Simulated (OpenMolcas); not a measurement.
# Ta4+ in a ligand field

Ta4+ with 4 ligands (chloride) in tetrahedral coordination (Td) at 2.37 Å. Ligand basis ANO-RCC-VDZP.
```
Ta    0.0000    0.0000    0.0000
Cl    1.3683    1.3683    1.3683
Cl    1.3683   -1.3683   -1.3683
Cl   -1.3683    1.3683   -1.3683
Cl   -1.3683   -1.3683    1.3683
```

| Quantity | Value |
| --- | --- |
| Program | OpenMolcas 26.06 |
| Method | SS-CASPT2, IPEA 0.25 Eh, imaginary shift 0.1 Eh (the 47 lowest orbitals frozen, all others correlated) |
| Basis | ANO-RCC-VDZP [7s6p4d2f1g] |
| Scalar Hamiltonian | DKH2, point nucleus |
| Active space | 1 electron in 5 orbitals (5d) |
| State averaging | 2S+1 = 2 even, 5 roots |
| Spin-orbit coupling | state interaction with AMFI integrals over the reference wave functions |

The lowest spin-free states (labels of Td), above the lowest:

```
State  Degeneracy  E (cm-1)
   2E           2         0
  2T2           3      8360
```

The lowest levels with spin-orbit coupling:

```
E (cm-1)  Degeneracy  Label  2S+1               g
       0           4     Γ8     2                
    9210           4     Γ8     2                
   10280           2            2  1.08 1.08 1.08
```

Electric-dipole absorption from the lowest level at this geometry, strongest bands:

| E (cm-1) | λ (nm) | Label | f |
| --- | --- | --- | --- |
| 9210 | 1090 | Γ8 | 4.48e-03 |
| 10280 | 973 |  | 3.87e-03 |

Powder χT (cm3 K/mol): 0.164 at 2 K, 0.164 at 10 K, 0.166 at 50 K, 0.169 at 100 K, 0.173 at 200 K, 0.178 at 300 K. The effective moment at 300 K is 2.828 √(χT) = 1.19 μB.

The lowest level has 2S+1 = 2, for which the spin-only value is χT = S(S+1) / 2 = 0.375 cm3 K/mol (g = 2). The computed 0.178 at 300 K differs by -0.197, through orbital momentum, spin-orbit coupling and any other state in reach.

The gap between the two states is 10Dq = -8357 cm-1 (negative for this site).

Over all roots computed the reference weight is 0.73; a low but even weight reflects the number of correlated electrons. An orbital doublet at a regular site is open to a Jahn-Teller distortion, which this geometry leaves out. The least metal-like active orbital is 71 % on the metal (Löwdin) and no ligand orbital is active, so the numbers are rough. Ligand-to-metal charge-transfer states are missing. With one d shell and no ligand orbital active, 10Dq can be off by a tenth or more. The distance lies 3 % over the 2.31 Å that this model takes as the normal distance (a Shannon-type radius plus a fixed donor radius); by an R⁻⁵ law this alone changes a d-shell field by about -12 %. No measured value stands beside these numbers; the geometry is a model, was not optimised and need not be the one that this ion takes.

The CASPT2 steps took 35 s on 1 thread of Arm Neoverse V2, on a shared host; the integral step is not counted.
